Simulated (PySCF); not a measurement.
Gas-phase reaction: MoO₃ + CH₃ + HCO = MoO₂(OH)₂ + C₂H₂ (acetylene)

Energies from PySCF (xtb for GFN2), thermal terms from the rigid-rotor harmonic-oscillator model, ideal gas at 1 bar. S°(298 K) at PBE0/def2-TZVP differs from the NASA 1993 table for MoO₃ (+7 J/mol/K); whether the harmonic model or the table's entry is off was not settled. † marks an energy on the PBE0/def2-TZVP geometry and frequencies; other levels use their own. MP2 and CCSD(T) freeze the core. Open shells (unrestricted): CH₃ (multiplicity 2), HCO (multiplicity 2); the rest are closed-shell singlets. GFN2 has no spin-polarisation term. Mo: scalar-relativistic def2 core potential, no spin-orbit coupling. No R ln 2 is added for the mirror-image form of MoO₂(OH)₂. MP2 isn't extrapolated to the basis-set limit; its ΔH°(298 K) is -424.4 kJ in def2-SVP and -459.9 kJ in def2-TZVPP. CCSD(T) isn't extrapolated to the basis-set limit; its ΔH°(298 K) is -437.1 kJ in def2-SVP and -471.6 kJ in def2-TZVPP. The harmonic model lacks anharmonicity and excited electronic states, which grow with temperature; levels with a mode under 35 cm⁻¹ are left out. Strong static correlation: MoO₃. Warning, large T1 diagnostic: MoO₂(OH)₂, MoO₃ (CCSD(T)/def2-SVP†). Warning, point group unlike the PBE0 one: MoO₂(OH)₂ (GFN2-xTB).

```json
[
 {"level": "BLYP/def2-TZVP†", "ΔE electronic, kJ": "-442", "ΔH°(298 K), kJ": "-425", "ΔS°(298 K), J/K": "-172", "ΔG°(800 K), kJ": "-293"},
 {"level": "CCSD(T)/def2-SVP†", "ΔE electronic, kJ": "-454", "ΔH°(298 K), kJ": "-437", "ΔS°(298 K), J/K": "-172", "ΔG°(800 K), kJ": "-305"},
 {"level": "GFN2-xTB", "ΔE electronic, kJ": "-705", "ΔH°(298 K), kJ": "-693", "ΔS°(298 K), J/K": "-167", "ΔG°(800 K), kJ": "-565"},
 {"level": "HF/def2-TZVP†", "ΔE electronic, kJ": "-426", "ΔH°(298 K), kJ": "-409", "ΔS°(298 K), J/K": "-172", "ΔG°(800 K), kJ": "-276"},
 {"level": "MP2/def2-SVP†", "ΔE electronic, kJ": "-442", "ΔH°(298 K), kJ": "-424", "ΔS°(298 K), J/K": "-172", "ΔG°(800 K), kJ": "-292"},
 {"level": "MP2/def2-TZVPP†", "ΔE electronic, kJ": "-477", "ΔH°(298 K), kJ": "-460", "ΔS°(298 K), J/K": "-172", "ΔG°(800 K), kJ": "-328"},
 {"level": "PBE/def2-SVP", "ΔE electronic, kJ": "-451", "ΔH°(298 K), kJ": "-434", "ΔS°(298 K), J/K": "-169", "ΔG°(800 K), kJ": "-304"},
 {"level": "PBE/def2-TZVP†", "ΔE electronic, kJ": "-454", "ΔH°(298 K), kJ": "-436", "ΔS°(298 K), J/K": "-172", "ΔG°(800 K), kJ": "-304"},
 {"level": "PBE0/def2-SVP†", "ΔE electronic, kJ": "-464", "ΔH°(298 K), kJ": "-447", "ΔS°(298 K), J/K": "-172", "ΔG°(800 K), kJ": "-315"},
 {"level": "LDA/def2-TZVP†", "ΔE electronic, kJ": "-545", "ΔH°(298 K), kJ": "-528", "ΔS°(298 K), J/K": "-172", "ΔG°(800 K), kJ": "-396"},
 {"level": "ωB97M-V/def2-TZVP†", "ΔE electronic, kJ": "-506", "ΔH°(298 K), kJ": "-489", "ΔS°(298 K), J/K": "-172", "ΔG°(800 K), kJ": "-356"}
]
```
ΔH° is lowest at GFN2-xTB and highest at HF/def2-TZVP†. No reference value is set beside these.
